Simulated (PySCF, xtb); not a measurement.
CH3Cl2FOSn, SMILES [Sn]([Cl])([Cl])([O]C)[F].

GFN2-xTB in xtb at its own geometry gives an orbital gap of 2.36 eV and a dipole moment of 2.37 D.

Geometry: B3LYP-D3(BJ)/def2-SVP. The structure was generated by enumeration; whether it is a known compound was not checked. The def2 effective core potentials stand for the cores of Sn; spin–orbit coupling is left out. Other conformers were not sampled.

**Question.** What does PBE/def2-TZVP (PySCF) give? (The exact figures need the calculation; the answer reports its results.)

**Answer.** gap 3.11 eV (levels -7.22 and -4.11 eV), dipole 1.95 D.
